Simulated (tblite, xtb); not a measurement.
titanium atom (Ti), triplet (GFN-xTB shapes and energies of metal compounds can be far from the true ones). Base run: GFN1-xTB in xtb 6.7.1.

Geometry (Å):
```xyz
1

Ti     0.0000     0.0000     0.0000
```
Charge 0, spin multiplicity 3.
All else is at xtb's defaults.
Base energy -1.14725 Eh.

Programs used: tblite, xtb; a row that names a program was run with it.

Each row names what was changed in the base input (with any setting that the change needs).

| change | ΔE vs base (mEh) | G_solv (kcal/mol) | SCF cycles | outcome |
|---|---|---|---|---|
| base | 0.000 | - | 10 | converged |
| alpb = hexane | 2.767 | 1.74 | 10 | converged |
| program = tblite; method = gfn1; option = --spin-polarized | - | - | - | not converged |
| alpb = dmso | 2.375 | 1.49 | 10 | converged |
| acc = 30 | 0.000 | - | 7 | converged |
| program = tblite; method = gfn1; option = (--alpb, water) | 60.172 | - | - | converged |
| program = tblite; method = gfn1; option = (--etemp, 2000) | -20.101 | - | - | converged |
| etemp = 3000 | -33.067 | - | 15 | converged |

ALPB and GBSA are two models with their own fitted parameters for each solvent, which aren't always the measured dielectric constant.
